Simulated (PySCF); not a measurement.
## Cl⁺ (chlorine, charge +1) across methods

[Ne] 3s1 3p4 4s1, high-spin 5P determinant (an excited configuration). All numbers are calculated (PySCF 2.14, scalar relativity by spin-free X2C-1e, in x2c-QZVPPall with one added diffuse shell each of s, p, d, f type (10s7p5d3f1g, 86 functions)). The B2PLYP total includes its PT2 part (frozen core); its orbital energies are those of the SCF part.

```
   method  E (hartree)  mean ε 3p α (eV)  mean ε 3p β (eV)  mean ε 4s α (eV)  Σ⟨r²⟩ (bohr²)   ⟨S²⟩
      PBE    -459.9785           -25.792           -22.164            -8.015          31.60  6.002
      LDA    -458.6398           -25.851           -22.245            -8.170          31.79  6.002
  LC-wPBE    -460.0168           -31.374           -27.303           -10.418          33.93  6.001
   r2SCAN    -460.1260           -27.288           -23.146            -8.282          34.16  6.003
   B2PLYP    -460.0207           -29.993           -25.117            -9.175          33.85  6.003
      UHF   -459.53267           -33.336           -26.314           -10.075          34.50  6.005
BHandHLYP    -460.1449           -29.871           -25.364            -9.143          33.78  6.003
```

⟨L²⟩ = 3.47 against 2 for a pure P term, so this real determinant mixes terms. The outer electron is Rydberg-like, and this basis confines it to a smaller radius and binds it less than a complete one would.
